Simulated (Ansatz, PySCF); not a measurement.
C₄H₄O₂, SMILES Oc1ccco1.

Coordinates come from a PBE0-D3(BJ)/def2-SVP optimisation. The values are those of a single conformer.

Vertical ionisation energy (IE) and electron affinity (EA) in eV. Rows of orbital energies are one-electron estimates. Where ΔSCF, EOM or ADC give a negative EA the extra electron is unbound and the value depends on the basis.

```tsv
level	IE	EA
−ε(HOMO), −ε(LUMO), CAM-B3LYP/def2-TZVP (PySCF)	7.27	-1.51
−ε(HOMO), −ε(LUMO), PBE/def2-TZVP (PySCF)	4.88	0.23
ΔSCF, CAM-B3LYP/def2-SVPD (Ansatz), final states of multiplicity 2 and 2	(withheld)	(withheld)
ΔSCF, PBE/def2-SVPD (Ansatz), final states of multiplicity 2 and 2	8.15	-1.28
```

Q: Complete the blanks. (Estimate from the structure and the level; the computed values follow.)

A: 
- ΔSCF, CAM-B3LYP/def2-SVPD (Ansatz, a quantum-chemistry and plane-wave program), final states of multiplicity 2 and 2, IE: 8.30
- ΔSCF, CAM-B3LYP/def2-SVPD (Ansatz), final states of multiplicity 2 and 2, EA: -1.48

Q: What vertical singlet–triplet gap does ΔSCF give with CAM-B3LYP/def2-SVPD (Ansatz) and with PBE/def2-SVPD (Ansatz)? (Estimate from the structure and the level; the computed values follow.)

A: 4.05 and 4.07 eV (triplet above singlet where positive).
